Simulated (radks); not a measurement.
The numbers below are computed, except where a source is named.
The table gives one normalised radial function P(r) = r R(r) (large component) of Ta+ in [Xe] 4f14 5d3 6s1 (r in bohr). Code: a radial shooting solver on a logarithmic mesh with Libxc functionals. Model: Dirac Kohn-Sham, Slater X-alpha with alpha = 0.667, spin-unpolarised, spherical densities, finite nucleus; open shells fill j = l - 1/2 first; Fermi nuclear charge, rms radius 5.3507 fm.

r           P
0.00126    0.0000
0.001708   0.0000
0.002314   0.0001
0.003137   0.0001
0.004251   0.0003
0.005761   0.0006
0.007871   0.0013
0.01067    0.0028
0.01446    0.0060
0.01959    0.0124
0.02655    0.0249
0.03599    0.0475
0.04877    0.0845
0.0661     0.1356
0.08958    0.1877
0.1214     0.2054
0.1645     0.1391
0.223     -0.0314
0.3022    -0.2343
0.4096    -0.3111
0.5551    -0.1497
0.7523     0.1917
1.028      0.5399
1.393      0.7174
1.888      0.6963
2.559      0.5372
3.467      0.3307
4.699      0.1537
6.369      0.0489
8.632      0.0094

Which n and l does it have? It may be an empty orbital.

Answer. n = 5, l = 2: the number of nodes gives n - l - 1 = 2, the rise at small r points to l (for j = l - 1/2 the large component starts outside the nucleus as r^gamma with gamma = sqrt(l^2 - (Z/c)^2) = 1.93 and the r^(l+1) term takes over further out; the orbital of l - 1 with the same j starts with the same power, but with a larger coefficient, and does not steepen), and the extent must fit the shell. The curve is that of 5d3/2; the two j differ most near the nucleus, where j = l - 1/2 has the larger amplitude, and in heavy atoms j = l - 1/2 is also the more compact. 5d3/2: eigenvalue -9.714 eV, 2 radial nodes at r = 0.213, 0.641 bohr, <r> = 2.10 bohr, 90 % of the charge inside 3.36 bohr.
